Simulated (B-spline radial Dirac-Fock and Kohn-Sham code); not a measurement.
## Dipole and non-dipole photoemission parameters of Ir³⁺ 5d3/2

System: iridium as Ir³⁺ in the configuration [Xe] 4f14 5d6; threshold 43.42 eV (orbital energy of the model). Level of theory: Dirac-Hartree-Slater photoionisation with a Latter tail; cross sections with all multipoles, angular parameters from the dipole term and its interference with E2; an atomic code on a B-spline grid.

For linearly polarised light dσ/dΩ = σ/(4π) [1 + β P₂(cos θ) + (δ + γ cos²θ) sin θ cos φ], with θ from the polarisation vector and φ the angle between the beam and the projection of the electron momentum on the plane normal to the polarisation.

```csv
hν (eV),σ (kb),β,γ,δ
53.1,4790,0.634,-0.014,0.005
63.2,2620,0.935,-0.005,0.010
63.8,2530,0.951,-0.005,0.011
70,1760,1.107,0.004,0.015
80,1040,1.330,0.033,0.019
85.3,801,1.437,0.054,0.021
99,433,1.677,0.127,0.021
102,381,1.722,0.146,0.021
103,365,1.736,0.151,0.020
106,323,1.778,0.169,0.019
124,157,1.951,0.288,0.008
200,23.6,0.030,0.094,0.003
246,21.5,-0.701,-0.115,0.062
300,?,?,?,?
506,23.2,0.462,0.193,0.032
717,17.6,0.857,0.143,0.006
800,15.6,0.950,0.108,0.002
1253.6,8.24,1.225,-0.021,0.002
1320,7.56,1.247,-0.029,0.003
1486.9,6.15,1.292,-0.038,0.007
2170,2.93,1.385,0.021,0.022
2330,2.52,1.395,0.049,0.025
3310,1.12,1.412,0.264,0.043
3710,0.840,1.407,0.359,0.050
4510,0.505,1.387,0.546,0.064
4520,0.502,1.387,0.549,0.064
4560,0.491,1.386,0.558,0.064
8047.8,0.0969,1.260,1.224,0.122
11500,0.0317,1.144,1.688,0.181
12000,0.0276,1.129,1.744,0.189
```

Question: Give the values at 300 eV.

Answer: σ = 23.5 kb, β = -0.488, γ = -0.040, δ = 0.078.

Values without a named source are computed, but for edge energies of neutral atoms, which are taken from tables.
